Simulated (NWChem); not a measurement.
System: MoHSO2F; SMILES [O]=[Mo]([F])([SH])=[O]

```xyz
6

Mo     0.0429     0.2504    -0.0038
O      0.9777     0.6890    -1.3091
O      0.8422     0.6715     1.3958
F     -1.6119     1.0603    -0.0654
S     -0.1189    -2.0696    -0.0833
H     -0.2910    -2.1864     1.2557
```
Atoms are numbered in this order, from 1.

Level: PBE0/def2-SVP with def2 effective core potentials on Mo (NWChem), optimised geometry, unscaled harmonic frequencies. def2 effective core potentials on Mo; no spin-orbit coupling.

```tsv
frequency (cm⁻¹)	IR intensity (km/mol)
153	1.7
172	2.9
212	14.9
247	9.8
293	13.7
343	8.8
430	34.5
635	17.2
719	127.3
1056	194.0
1083	106.1
2693	9.6
```

```
Property                                                                            Value
-----------------------------------------------------------------------  ----------------
zero-point energy                                                           11.5 kcal/mol
thermal correction to the enthalpy at 298.15 K (with zero-point energy)     16.1 kcal/mol
heat capacity Cv                                                         20.4 cal/(mol K)
entropy at 298.15 K and 1 atm (symmetry number 1)                        82.1 cal/(mol K)
```

Rigid rotor and harmonic oscillator.
